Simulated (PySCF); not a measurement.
**What the low excited states add to the polarisability**

VSCl3 (singlet state).
SMILES: `[S]=[V]([Cl])([Cl])[Cl]`

Level of theory: TDDFT CAM-B3LYP/def2-SVPD, vertical, gas phase, core orbitals frozen in the response in PySCF 2.14.0, density-fitted response routines. Geometry: PBE0-D3(BJ)/def2-SVP; no solvent, vibrations or thermal averaging.

Computed singlets:

```json
{"state": "S1", "E (eV)": "2.35", "f": "0.0000"}
{"state": "S2", "E (eV)": "2.65", "f": "0.0031"}
{"state": "S3", "E (eV)": "2.65", "f": "0.0031"}
{"state": "S4", "E (eV)": "2.82", "f": "0.0049"}
{"state": "S5", "E (eV)": "3.23", "f": "0.0000"}
{"state": "S6", "E (eV)": "3.41", "f": "0.0002"}
{"state": "S7", "E (eV)": "3.41", "f": "0.0003"}
{"state": "S8", "E (eV)": "3.68", "f": "0.0012"}
{"state": "S9", "E (eV)": "3.69", "f": "0.0012"}
{"state": "S10", "E (eV)": "3.79", "f": "0.0001"}
{"state": "S11", "E (eV)": "3.80", "f": "0.0001"}
{"state": "S12", "E (eV)": "4.03", "f": "0.023"}
{"state": "S13", "E (eV)": "4.03", "f": "0.022"}
{"state": "S14", "E (eV)": "4.05", "f": "0.030"}
{"state": "S15", "E (eV)": "4.52", "f": "0.0000"}
```

Problem. Build the mean polarisability up from these states and compare it with the full response value.

Solution. Each state adds f / ΔE² (ΔE in hartree, 27.2114 eV).

```csv
state,f/ΔE² (au),running sum (au),running share of α (%)
S1,0.00,0.00,0.0
S2,0.32,0.32,0.3
S3,0.33,0.65,0.7
S4,0.46,1.11,1.1
S5,0.00,1.11,1.1
S6,0.02,1.13,1.1
S7,0.02,1.14,1.1
S8,0.06,1.21,1.2
S9,0.06,1.27,1.3
S10,0.00,1.28,1.3
S11,0.00,1.28,1.3
S12,1.03,2.31,2.3
S13,1.02,3.33,3.3
S14,1.37,4.70,4.7
S15,0.00,4.70,4.7
```

The full response gives 99.74 au (14.78 Å³), so 95.0 au comes from the higher roots of the same equations.

Problem. By how much does the contribution of these states grow at 1064 nm?

Solution. With ω = 0.0428 hartree each state's term in the mean polarisability goes from f / ΔE² to f / (ΔE² − ω²); the sum over all 15 states goes from 4.70 to 5.28 au, a rise of 0.58 au.

The largest single term belongs to S14, which also has the largest f.
